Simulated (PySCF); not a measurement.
**Worked example: entropy of an ideal gas**

CBr3, SMILES Br[C](Br)Br, multiplicity 2.

Coordinates come from a PBE-D3(BJ)/def2-SVP optimisation.

PBE-D3(BJ)/def2-SVP in PySCF 2.14.0 gives the harmonic wavenumbers 156, 156, 230, 303, 749, 749 cm⁻¹ and the rotational temperatures 0.0584, 0.0584, 0.0293 K. The molar mass is 251.72 g/mol, the symmetry number 3, the spin multiplicity 2.

Task: Work out the entropy at 298.15 K and 1 atm in the rigid-rotor, harmonic-oscillator model.

Result: 
Translation (Sackur–Tetrode at 1 atm): S = R[1.5 ln M + 2.5 ln T − 1.16487] = 177.7 J/(mol K).
Rotation: q = (√π/σ) T^1.5/√(θA θB θC) = 304000, S = R[ln q + 3/2] = 117.4 J/(mol K).
Vibration: with u = 1.4388 ν/T, each mode gives R[u/(e^u − 1) − ln(1 − e^−u)]:
```tsv
ν (cm⁻¹)	modes	u	S (J/(mol K))
156	2	0.75	21.74
230	1	1.11	7.86
303	1	1.46	5.86
749	2	3.61	2.12
```
These are all the modes. Sum 37.6 J/(mol K).
Spin: R ln 2 = 5.8 J/(mol K).
Total 338.5 J/(mol K); the program's own thermochemistry gives 338.5. Translation makes up 52 % and vibration 11 %. Anharmonicity, hindered rotation and orbital degeneracy are left out.
